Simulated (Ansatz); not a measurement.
A nudged elastic band was laid between two geometries of CuH$_{4}$NO (7 atoms, charge 0, multiplicity 1).

Computed with RKS PBE/def2-SVP in Ansatz.

```yaml
movable_images: 5
climbing_image: from the first iteration
spring: 5.0 eV/Å²
optimiser: fire
start_path: through a guess of the saddle point
force_threshold: 0.05 eV/Å
iteration_limit: 60
end_points: relaxed
```

First end point:

```xyz
7
Properties=species:S:1:pos:R:3
N -1.344 1.179 -0.604
Cu -0.162 -0.044 0.044
O 1.047 -1.497 0.616
H -0.796 2.003 -0.913
H -1.866 1.552 0.211
H 1.197 -2.098 -0.144
H 1.922 -1.094 0.791
```

Last end point:

```xyz
7
Properties=species:S:1:pos:R:3
N -1.021 1.579 -0.156
Cu -0.090 0.045 0.145
O 1.031 -1.518 0.596
H -0.983 1.766 -1.175
H -2.023 1.355 -0.008
H 1.156 -2.027 -0.232
H 1.929 -1.200 0.830
```

**Question.** Which bonds break or form, and what moves?

**Answer.** No bond is made or broken. The height of N1 over the plane of its neighbours goes from -0.48 to 0.48 Å. The two ends are copies of one structure, up to a mirror image or an exchange of like atoms.

**Question.** What energy profile does the band end with?

**Answer.** It converged. The highest image is number 3 of 0 to 6, 4.9 kcal/mol above the ends, which have the same energy within 2 meV. The order of the stationary point at the top wasn't checked.

```json
{"image": "0", "path coordinate (Å)": "0.00", "energy (kcal/mol)": "0.0", "height of N1 over the plane of its neighbours (Å)": "-0.48"}
{"image": "1", "path coordinate (Å)": "0.45", "energy (kcal/mol)": "0.1", "height of N1 over the plane of its neighbours (Å)": "-0.47"}
{"image": "2", "path coordinate (Å)": "0.91", "energy (kcal/mol)": "0.5", "height of N1 over the plane of its neighbours (Å)": "-0.44"}
{"image": "3", "path coordinate (Å)": "1.35", "energy (kcal/mol)": "4.9", "height of N1 over the plane of its neighbours (Å)": "0.00"}
{"image": "4", "path coordinate (Å)": "1.82", "energy (kcal/mol)": "0.3", "height of N1 over the plane of its neighbours (Å)": "0.46"}
{"image": "5", "path coordinate (Å)": "2.29", "energy (kcal/mol)": "0.1", "height of N1 over the plane of its neighbours (Å)": "0.47"}
{"image": "6", "path coordinate (Å)": "2.75", "energy (kcal/mol)": "0.0", "height of N1 over the plane of its neighbours (Å)": "0.48"}
```

**Question.** What is the geometry of the highest image?

**Answer.** 
```xyz
7
Properties=species:S:1:pos:R:3
N -1.130 1.311 -0.343
Cu -0.036 0.020 0.201
O 1.189 -1.430 0.709
H -0.819 2.225 -0.673
H -2.146 1.232 -0.368
H 0.893 -2.184 0.158
H 2.050 -1.173 0.316
```

Time of the run: 9.6 min on 1 thread of Arm Neoverse V1 (shared host), peak memory 0.25 GiB.
